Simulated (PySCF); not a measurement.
## Run record: C20H11F5S

The script drives PySCF SCF with an in-house response code with single-precision fitted integrals, so total energies wander by about 1e-6 Eh between cycles (the fitting error itself is about 1e-3 Eh and cancels in differences); atoms count from 0. Pop asks for populations, which are stored and not printed.

The gap is small, so a closed-shell solution may not be the true ground state; the numbers describe that solution. The bonding changed from the starting structure during the optimisation; the coordinates given are those used.

Job and coordinates (Å):

```
{"job": {"kind": "nmr", "xc": "KT3", "basis": "pcSseg-1", "pop": false}, "charge": 0, "multiplicity": 1}
F      4.072841    -0.689837     0.809081
S      5.277656    -1.319471    -0.807550
F      6.038227     0.163327    -0.535338
F      6.190193    -2.005338     0.428201
F      4.229075    -2.649497    -0.754709
F      4.132230    -0.508586    -1.765171
C      2.838039    -0.098811     0.578008
C      2.766952     1.257144     0.497709
C      1.500721     1.843348     0.297108
C      1.372756     3.242008     0.199708
C      0.142610     3.809222     0.010932
C     -0.997867     3.010343    -0.054913
C     -0.929164     1.631906     0.058568
C     -2.122610     0.794392     0.043236
C     -3.399104     1.329387     0.072340
C     -4.534587     0.521043     0.019043
C     -4.409897    -0.837289    -0.074895
C     -3.134223    -1.434818    -0.085922
C     -2.993791    -2.833590    -0.175363
C     -1.751275    -3.405406    -0.174642
C     -0.610845    -2.610846    -0.054231
C     -0.695168    -1.232919     0.052798
C      0.485392    -0.396520     0.230896
C      1.743095    -0.938818     0.437668
C      0.346082     1.018916     0.196485
C     -1.975253    -0.617898     0.002228
H      3.652439     1.865141     0.578981
H      2.261355     3.850070     0.268019
H      0.042523     4.880256    -0.081724
H     -1.946329     3.499793    -0.205599
H     -3.545314     2.394823     0.145932
H     -5.511677     0.980426     0.045621
H     -5.281337    -1.472501    -0.131883
H     -3.884377    -3.440190    -0.248949
H     -1.642588    -4.476958    -0.254003
H      0.348701    -3.101119    -0.052737
H      1.917369    -1.999281     0.485627
```

Command:

```bash
OMP_NUM_THREADS=1 python large_run.py task.json out
```

What does the program print?


```
start: PBE on a coarse grid of 33624 points
cycle   1  E = -1663.6864965468  dE =  4.609e+00  |g| = 1.437e+00  |ddm| = 8.971e+00
cycle   2  E = -1661.3189722175  dE =  2.368e+00  |g| = 3.314e+00  |ddm| = 4.872e+00
cycle   3  E = -1662.6125691755  dE = -1.294e+00  |g| = 1.578e+00  |ddm| = 5.266e+00
cycle   4  E = -1663.9302463956  dE = -1.318e+00  |g| = 6.647e-01  |ddm| = 3.696e+00
cycle   5  E = -1664.0969227321  dE = -1.667e-01  |g| = 2.231e-01  |ddm| = 1.710e+00
cycle   6  E = -1664.0976988692  dE = -7.761e-04  |g| = 2.036e-01  |ddm| = 6.905e-01
cycle   7  E = -1664.1070070898  dE = -9.308e-03  |g| = 1.206e-01  |ddm| = 4.126e-01
cycle   8  E = -1664.1115445168  dE = -4.537e-03  |g| = 2.286e-02  |ddm| = 1.954e-01
cycle   9  E = -1664.1116413492  dE = -9.683e-05  |g| = 1.297e-02  |ddm| = 3.999e-02
cycle  10  E = -1664.1116812834  dE = -3.993e-05  |g| = 3.706e-03  |ddm| = 1.945e-02
final grid: 314975 points
cycle  11  E = -1687.1714765935  dE =  1.210e-01  |g| = 7.509e-01  |ddm| = 2.477e+00
cycle  12  E = -1670.6129187262  dE =  1.656e+01  |g| = 5.198e+00  |ddm| = 6.321e+00
cycle  13  E = -1687.2399210214  dE = -1.663e+01  |g| = 7.435e-01  |ddm| = 5.892e+00
cycle  14  E = -1687.3360002868  dE = -9.608e-02  |g| = 3.472e-01  |ddm| = 1.101e+00
cycle  15  E = -1687.3527752824  dE = -1.677e-02  |g| = 1.681e-01  |ddm| = 5.325e-01
cycle  16  E = -1687.3589801588  dE = -6.205e-03  |g| = 9.172e-02  |ddm| = 3.099e-01
cycle  17  E = -1687.3612969401  dE = -2.317e-03  |g| = 4.494e-02  |ddm| = 1.547e-01
cycle  18  E = -1687.3617806212  dE = -4.837e-04  |g| = 2.224e-02  |ddm| = 9.356e-02
cycle  19  E = -1687.3618861223  dE = -1.055e-04  |g| = 1.186e-02  |ddm| = 5.818e-02
cycle  20  E = -1687.3619166391  dE = -3.052e-05  |g| = 4.789e-03  |ddm| = 1.883e-02
cycle  21  E = -1687.3619232600  dE = -6.621e-06  |g| = 1.404e-03  |ddm| = 8.788e-03
cycle  22  E = -1687.3619236492  dE = -3.892e-07  |g| = 7.128e-04  |ddm| = 2.857e-03
cycle  23  E = -1687.3619239144  dE = -2.652e-07  |g| = 2.640e-04  |ddm| = 1.180e-03
cycle  24  E = -1687.3619222360  dE =  1.678e-06  |g| = 6.720e-05  |ddm| = 5.169e-04
converged SCF energy = -1687.3619222360

GIAO shielding tensors (ppm)
atom      isotropic    diamagn.    paramagn.     s11        s22        s33       span
  0 F      140.728     489.336    -348.608     39.550     50.458    332.176    292.626
  1 S      -55.269    1032.688   -1087.958   -176.263   -152.724    163.179    339.441
  2 F      -74.669     478.423    -553.093   -272.935   -228.142    277.068    550.003
  3 F      -98.068     475.652    -573.720   -313.838   -235.476    255.110    568.948
  4 F      -65.279     482.763    -548.043   -267.325   -210.730    282.217    549.541
  5 F      -56.513     482.230    -538.742   -254.410   -151.676    236.548    490.958
  6 C       24.671     269.638    -244.967    -39.883     53.832     60.064     99.946
  7 C       71.168     253.153    -181.985      5.183     59.354    148.967    143.784
  8 C       56.552     257.223    -200.671     -5.761      2.109    173.307    179.068
  9 C       61.415     247.310    -185.894    -27.916     56.819    155.343    183.260
 10 C       62.333     255.186    -192.853    -36.046     53.059    169.986    206.032
 11 C       68.429     245.486    -177.058    -20.639     53.157    172.768    193.408
 12 C       58.868     249.348    -190.480    -17.497     27.667    166.435    183.932
 13 C       61.130     247.945    -186.815    -15.913     31.439    167.866    183.779
 14 C       69.195     241.534    -172.339    -20.405     54.791    173.199    193.605
 15 C       63.691     252.727    -189.035    -34.288     55.159    170.204    204.492
 16 C       60.890     244.829    -183.939    -27.443     54.903    155.209    182.651
 17 C       57.881     250.765    -192.884     -6.906     -2.861    183.410    190.315
 18 C       60.015     247.808    -187.793    -28.431     53.310    155.166    183.597
 19 C       63.493     252.397    -188.904    -34.440     54.319    170.600    205.040
 20 C       68.177     247.537    -179.360    -21.614     53.638    172.508    194.123
 21 C       61.583     249.933    -188.350    -14.904     32.144    167.509    182.413
 22 C       55.529     253.688    -198.159    -15.296     25.113    156.769    172.066
 23 C       78.894     253.528    -174.634     12.203     61.683    162.798    150.595
 24 C       64.416     248.312    -183.897      3.697      7.203    182.347    178.651
 25 C       64.451     246.791    -182.340      4.954      5.184    183.213    178.259
 26 H       24.331      33.276      -8.945     19.424     24.704     28.867      9.443
 27 H       24.219      32.796      -8.578     19.596     24.700     28.360      8.764
 28 H       24.177      29.032      -4.855     20.015     25.648     26.869      6.854
 29 H       23.525      37.939     -14.415     17.027     24.528     29.019     11.992
 30 H       23.572      37.573     -14.001     17.065     24.433     29.218     12.153
 31 H       24.196      27.301      -3.105     19.947     25.756     26.886      6.939
 32 H       24.151      30.918      -6.767     19.714     24.987     27.752      8.038
 33 H       24.111      31.675      -7.563     19.660     24.976     27.698      8.039
 34 H       24.157      29.081      -4.923     19.808     25.531     27.131      7.323
 35 H       23.530      38.149     -14.620     16.841     24.254     29.493     12.652
 36 H       23.689      38.206     -14.516     16.897     24.129     30.042     13.145
```

Roughly how long does this take on 1 thread of Intel Xeon @ 2.60GHz (shared host), and how large is the basis?

About 79 s of wall time, peak memory 0.76 GiB; 504 basis functions and 1397 fitting functions.
